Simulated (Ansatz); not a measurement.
C4H7Al, SMILES `CC1=[CH][AlH][CH2]1`. Charge 0, multiplicity 1.

| atom | x (Å) | y (Å) | z (Å) |
| --- | --- | --- | --- |
| C1 | -1.212 | -0.640 | 0.966 |
| C2 | -0.057 | -0.223 | 0.116 |
| C3 | 1.011 | -0.985 | -0.226 |
| Al4 | 1.680 | 0.516 | -1.187 |
| C5 | -0.012 | 1.194 | -0.457 |
| H6 | -1.300 | 0.020 | 1.835 |
| H7 | -1.119 | -1.670 | 1.312 |
| H8 | -2.148 | -0.536 | 0.406 |
| H9 | 1.113 | -2.013 | 0.106 |
| H10 | 2.916 | 0.973 | -2.075 |
| H11 | -0.858 | 1.403 | -1.119 |
| H12 | -0.015 | 1.961 | 0.323 |

Q: Give the diagnostics of a CCSD(T)/def2-TZVPP run (frozen core, Ansatz). (Estimate.)

A: Ansatz gave: T1 = 0.0112, largest single amplitude 0.014, largest double 0.072, (T) share of the correlation energy 4.4 %, 9 CCSD cycles. The RHF solution is stable towards an unrestricted one. T1 lies under the customary mark of 0.02 for closed shells.
